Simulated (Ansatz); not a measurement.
Reaction (germylene formation by 1,1-elimination): `[F][Ge]([F])([Br])[Br]` → `[Br][Ge][Br]` + F₂

Calculated with Ansatz (gas phase, PBE0-D4/def2-TZVP geometries, no zero-point term in ΔE). CCSD(T)/CBS is the MP2 limit (def2-TZVPP, def2-QZVPP) plus CCSD(T) − MP2 in def2-TZVPP, frozen cores. This one scheme is used for every species. Functionals use def2-TZVPP. For Br, Ge outer-core shells are correlated without core-valence functions, which leaves a few kJ/mol of doubt a bond. Scalar relativity is left out up to krypton.

| level | ΔE (kJ/mol) |
| --- | --- |
| PBE0-D4 | 682.6 |
| ωB97M-V | 686.6 |
| PBE-QIDH | 735.0 |
| r2SCANh | 702.4 |
| MP2/def2-SVP | 731.7 |
| HF/def2-QZVPP | 750.9 |
| MP2/def2-QZVPP | 746.5 |
| MP2/CBS(def2) | 741.1 |

(1) What does CCSD(T)/CBS give? (Best estimate.)

Largest T1 diagnostic among the species: 0.011.

Results:

(1) Ansatz gave: +698.7 kJ/mol. The listed levels differ from it by -16.1, -12.1, 36.3, 3.7, 33.0, 52.2, 47.8, 42.4 kJ/mol.

From PBE to PBE0 (25 % exact exchange), in def2-TZVPP and without D4, ΔE moves by +45.3 kJ/mol. At CCSD(T), def2-SVP lies −15.7 kJ/mol from the extrapolated value and def2-TZVPP +8.4 kJ/mol.
